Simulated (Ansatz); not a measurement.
`C[O][Ge][NH2]` + HCl → `C[O][Ge][Cl]` + NH₃ at 700 K and 1 bar (ligand exchange at a Ge–N bond).

Program: Ansatz. Geometries: PBE0-D4/def2-TZVP. ΔE: electronic, gas phase. CBS: MP2 limit from def2 TZ/QZ plus the TZ coupled-cluster correction, frozen cores. This one scheme is used for every species. For Ge outer-core shells are correlated without core-valence functions, which leaves a few kJ/mol of doubt a bond. Scalar relativity is left out up to krypton. One conformer a species, not always the lowest.

```tsv
species	CCSD(T)/CBS energy (Eh)	H − E (kJ/mol)	S (J/(mol·K))
`C[O][Ge][NH2]`	-2247.07620	242.5	427.8
HCl	-460.38127	38.4	211.8
`C[O][Ge][Cl]`	-2650.97453	169.4	415.4
NH₃	-56.50880	116.9	226.5
```

H − E and S are ideal-gas, rigid-rotor, harmonic terms from PBE0-D4/def2-TZVP, for one conformer and one mirror image of each species. 1 Eh = 2625.50 kJ/mol, R = 8.31446 J/(mol·K).

Q: By hand: ΔE, ΔH, ΔS and ΔG.

A: ΔE = (-2650.97453) + (-56.50880) − (-2247.07620) − (-460.38127) = -0.02586 Eh = -67.9 kJ/mol. Δ(H − E) = 169.4 + 116.9 − 242.5 − 38.4 = 5.4, so ΔH = -62.5 kJ/mol. ΔS = 415.4 + 226.5 − 427.8 − 211.8 = 2.3 J/(mol·K). ΔG = -62.5 − 700 × (2.3)/1000 = -64.1 kJ/mol.

Q: By hand: the equilibrium constant, and the temperature at which ΔG would vanish if ΔH and ΔS stayed fixed.

A: log₁₀ K = −ΔG/(RT ln 10) = 4.8. ΔH and −TΔS have one sign here, so there is no such temperature.

The number of gas molecules stays the same, so ΔS is small and ΔH decides. A doubt of 5 kJ/mol in ΔE shifts log₁₀ K by 0.4 here. Other conformers and mirror images would add mixing entropy, several J/(mol·K) or more a flexible species. These are equilibria of isolated gas molecules and say nothing of rates. Largest T1 diagnostic: 0.015 (customary marks: 0.02 for closed shells, 0.045 for open ones).

ΔS is within the doubt of such terms, so its sign, and with it that verdict, could turn.
